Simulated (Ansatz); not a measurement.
This geometry of CH4SZn + FH (9 atoms, charge 0, multiplicity 1) is a first-order saddle point.

The calculation used UKS BLYP-D4/def2-SVP (Ansatz).

```xyz
9
Properties=species:S:1:pos:R:3
Zn -0.230 0.095 0.131
S 0.185 -1.637 1.934
C -0.047 0.457 -1.785
H -0.463 -0.240 2.262
F -0.848 0.900 1.806
H 1.445 -1.155 2.140
H 0.104 1.540 -1.960
H 0.815 -0.098 -2.206
H -0.963 0.139 -2.322
```

Question: Which two structures does it join? (They come from a converged band through this point; their orientation in space is the band's.)

Answer: Bonds broken: H4–F5. Bonds formed: S2–H4. CH4SZn + FH becomes CH3FZn + H2S.

First end point:

```xyz
9
Properties=species:S:1:pos:R:3
Zn -0.040 -0.383 0.047
S 0.111 -1.719 1.925
C -0.053 0.420 -1.737
H -0.543 0.247 2.214
F -0.718 1.069 1.703
H 1.421 -1.377 2.111
H -0.170 1.518 -1.647
H 0.889 0.203 -2.279
H -0.897 0.023 -2.337
```

Last end point:

```xyz
9
Properties=species:S:1:pos:R:3
Zn -0.396 0.637 0.146
S 0.175 -1.720 1.818
C -0.055 0.466 -1.759
H -0.371 -0.573 2.364
F -0.827 1.169 1.823
H 1.441 -1.256 2.021
H 0.071 1.460 -2.233
H 0.864 -0.130 -1.929
H -0.902 -0.054 -2.251
```

Question: How far does it lie above each of them?

Answer: 0.209 eV above the first and 0.141 eV above the second. This is the barrier of this one path; another mechanism may lie lower. The orbitals stay closed-shell, which can raise the energy where a bond breaks towards radicals; this wasn't checked here.

Run time: 3.3 min on 4 threads of Arm Neoverse N1, on a shared host, peak memory 0.19 GiB.
